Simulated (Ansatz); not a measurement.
Ideal-gas functions of Cl$_{3}$H$_{2}$NZr, SMILES `[NH2][Zr]([Cl])([Cl])[Cl]` at 400 K and 1 bar, from an Ansatz frequency run at PBE0-D4/def2-TZVP.

Molar mass 213.61 g/mol, point group Cs (symmetry number 1), electronic degeneracy 1, moments of inertia 367.944, 389.299, 529.601 u Å². Harmonic wavenumbers (cm⁻¹, unscaled): 21, 93, 107, 127, 146, 147, 378, 408, 412, 486, 496, 678, 1527, 3549, 3645.

Use S(trans) = R[1.5 ln M + 2.5 ln T − 1.1517]; rotational temperatures θ = 24.2544 K / I; S(rot) = R[ln(√π/σ · √(T³/θAθBθC)) + 1.5]; for each mode x = 1.438777 ν̃/T, S = R[x/(eˣ − 1) − ln(1 − e⁻ˣ)] and H = RT x/(eˣ − 1); 1 cm⁻¹ = 0.0119627 kJ/mol; R = 8.31446 J/(mol·K).

Task: By hand: the entropy, in J/(mol·K).

Result: Translation 181.9. Rotation: θ = 0.0659, 0.0623, 0.0458 K, giving 127.6. Vibration, mode by mode: 29.79, 17.46, 16.30, 14.90, 13.76, 13.71, 6.37, 5.83, 5.77, 4.65, 4.52, 2.70, 0.22, 0.00, 0.00, in all 136.0. Electronic 0.0. Sum 445.5 J/(mol·K).

Task: By hand: H − E and G − E in kJ/mol, counted from the electronic energy.

Result: Zero-point energy ½ × 12220 × 0.0119627 = 73.1; thermal vibration 24.2; translation, rotation and pV give 4 RT = 13.3. H − E = 110.6 kJ/mol, and G − E = 110.6 − 400 × 445.5/1000 = -67.6 kJ/mol.

Vibration gives 31 % of the entropy, 105.9 J/(mol·K) of it from the modes under 150 cm⁻¹: soft modes count most, and the harmonic formula is weakest for them. The sum counts one conformer and one mirror image; others add a mixing term.
